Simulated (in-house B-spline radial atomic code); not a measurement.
Results of a calculation; reference values are marked as such.
# Weak and strong correlation along the adiabatic connection

Two-electron singlets in several external potentials (atomic units), by full CI in B-splines with partial waves to l = 8 (correlation energies up to 0.6 % small). The repulsion is scaled by λ at fixed density; W(λ) is the mean repulsion less the Hartree energy, W(0) = E_x, and the area under W from 0 to 1 is E_xc.

One system gave this curve:

| λ | W (hartree) |
| --- | --- |
| 0 | -0.46462 |
| 0.02 | -0.46682 |
| 0.05 | -0.47002 |
| 0.12 | -0.4771 |
| 0.25 | -0.48894 |
| 0.4 | -0.50082 |
| 0.6 | -0.51423 |
| 0.8 | -0.52546 |
| 1 | -0.53498 |
| 1.4 | -0.55023 |
| 2 | -0.56674 |
| 3 | -0.58478 |

Task: Which system is it?
A. empty sphere, radius 0.964 bohr
B. −V exp(−r²/w²), V = 26.1, w = 4.32
C. −Z exp(−kr)/r, Z = 8.14, k = 0.913
D. −Z/r, Z = 1.12

Result: D. The exchange energy sets the size: −Z/r, Z = 1.12: E_x = -0.465, E_c = -0.0406; −Z exp(−kr)/r, Z = 8.14, k = 0.913: E_x = -4.81, E_c = -0.0453; empty sphere, radius 0.964 bohr: E_x = -1.82, E_c = -0.051; −V exp(−r²/w²), V = 26.1, w = 4.32: E_x = -0.958, E_c = -0.0427 hartree.
